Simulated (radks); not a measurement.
The numbers below are computed, except where a source is named.
Task: Tl69+, configuration [Ne] 3s2 (the NIST ground configuration). Level of theory: scalar-relativistic Kohn-Sham, LDA (Slater exchange, Perdew-Wang correlation), spin-polarised, spherical densities, finite nucleus; Fermi nuclear charge, rms radius 5.4759 fm (a radial shooting solver on a logarithmic mesh with Libxc functionals). Some entries of the table are withheld. Estimate them.

orbital,occ.,eigenvalue (hartree),<r^2> (bohr^2)
1s,2,(1),0.0003689
2s,2,(2),0.005457
2p,6,-702.5094,0.004583
3s,2,(3),0.03038

Result: 
(1) 1s eigenvalue (hartree): -3373.634
(2) 2s eigenvalue (hartree): -778.7513
(3) 3s eigenvalue (hartree): -319.6053
